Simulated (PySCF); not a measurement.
## Identify the compound

An unknown has the formula C5H4Cl2O. Its calculated NMR data are:

¹H NMR (400 MHz, computed): δ 6.39 (s, 1H), 2.48 (s, 3H).

¹³C{¹H} NMR (computed): δ 187.1 (C), 96.1 (C), 87.7 (C), 71.4 (CH), 36.4 (CH3).

All values are calculated (PySCF 2.14.0 with density-fitted response routines): σ from GIAO-PBE0/pcSseg-1, structure optimised with GFN2-xTB. No solvent, relativity neglected, a single conformation, rapidly exchanging positions averaged.

δ = σ(ref) − σ, references computed at the same level: TMS for ¹H and ¹³C.

Which of these isomers gave the spectra?
A. C=C/C(=C\Cl)C(=O)Cl
B. CC(=O)C#CC(Cl)Cl
C. C#C[C@H](C=O)C(Cl)Cl

## Answers

B. 

- Rings plus π bonds: 3 (no ring in the answer).
- 5 carbon signals for 5 carbons: no two carbons are equivalent.
- Carbon types of the structure: 3 × C, 1 × CH, 1 × CH3, which accounts for all hydrogens.
- δC 187.1: carbonyl carbon of an ynone.
- δC 96.1, 87.7: alkyne carbon; the triple bond shields along its axis, which puts it between sp3 and sp2 carbons.
- δC 71.4: propargylic sp3 CH bonded to 2 Cl; 2 electronegative neighbours deshield it.
- δC 36.4: methyl carbon α to a carbonyl; α to the electron-withdrawing carbonyl group.
- δH 6.39: hydrogen on a propargylic sp3 CH bonded to 2 Cl; its carbon carries Cl, an electronegative neighbour.

The others: C=C/C(=C\Cl)C(=O)Cl would give 4 signals for carbon-bound and other non-exchanging H, not 2; C#C[C@H](C=O)C(Cl)Cl would give 4 signals for carbon-bound and other non-exchanging H, not 2.

Carbons that carry Cl, above all several Cl atoms, come out too deshielded, partly because spin–orbit coupling is missing. Shifts are as computed. Against solution values, carbons near 30 ppm lie about +3 ppm off and those near 130 ppm about +5 ppm; carbons on Cl a further +6 ppm. Of 1211 compounds with measured shifts, 218 miss one by over three times the rms of a fit or turn the order of signals round; such compounds aren't used in these exercises. No couplings were computed; multiplicities are counted from neighbouring protons, with m where these are inequivalent, close in shift, in a saturated or five-membered ring or joined by F or P, and br s for small geminal =CH2 splittings.
